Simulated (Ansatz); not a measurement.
Two isomers of CH7FOSi2: A = `FCO[SiH2][SiH3]`, B = `C[Si](O)(F)[SiH3]`.

Program: Ansatz. Geometries: PBE0-D4/def2-TZVP. ΔE: electronic, gas phase. CCSD(T)/CBS adds triple-zeta CCSD(T) − MP2 to the extrapolated MP2 energy (def2 sets, frozen cores). Functionals use def2-TZVPP. B3LYP here is the variant with VWN-RPA as its local correlation; programs differ in this. Each species was taken in one conformer, which may not be the lowest.

(1) Which isomer does CCSD(T)/CBS put lower? Give the gap. (Best estimate.)

(2) Give E(B) − E(A) in kJ/mol with B3LYP-D4, r2SCAN-D4, ωB97M-V, MP2/def2-TZVPP, B2PLYP, B3LYP, CCSD(T)/def2-TZVPP. (Estimate.)

Largest T1 diagnostic: 0.013.

Answers

(1) The calculation gave: B, by 309.7 kJ/mol.

(2) Ansatz gave: B3LYP-D4 -294.9, r2SCAN-D4 -301.4, ωB97M-V -301.5, MP2/def2-TZVPP -315.6, B2PLYP -301.7, B3LYP -293.7, CCSD(T)/def2-TZVPP -300.5. None reverses the order clearly.

In def2-TZVPP, CCSD(T) changes the Hartree–Fock value by −10.6 kJ/mol (the triples alone add +0.8 kJ/mol) and MP2 by −25.8 kJ/mol. From PBE to PBE0 (25 % exact exchange), in def2-TZVPP and without D4, E(B) − E(A) moves by −6.8 kJ/mol.
